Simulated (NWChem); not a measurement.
System: CH$_{3}$ClSi, singlet; SMILES C[Si]Cl

```xyz
6

Si     0.7840    -0.5323     0.0031
Cl    -0.2146     1.3237    -0.0026
C     -0.7431    -1.6598     0.0035
H     -0.4623    -2.7246     0.0127
H     -1.3666    -1.4623    -0.8864
H     -1.3769    -1.4487     0.8831
```
Atoms are numbered in this order, from 1.

Program: NWChem. Low-valent species are run as closed-shell singlets; no triplet was tried in these runs. Coordinates come from a PBE0/def2-SVP optimisation. B3LYP is NWChem's, with the RPA form of VWN correlation. GIAO values for the isolated, static molecule; σ is the absolute isotropic shielding, δ = σ(reference) − σ with the isolated reference molecule computed at the same levels (13C: tetramethylsilane, 1H: tetramethylsilane, 29Si: tetramethylsilane).

For level B3LYP/IGLO-III:

- δ Si1 (ppm): 555.5
- σ Cl2 (ppm): 402.5

### Question
What are these values for level BHandHLYP/pcSseg-1?

### Answer
The δ Si1 (ppm) comes out as 593.9 and the σ Cl2 (ppm) is 470.5.
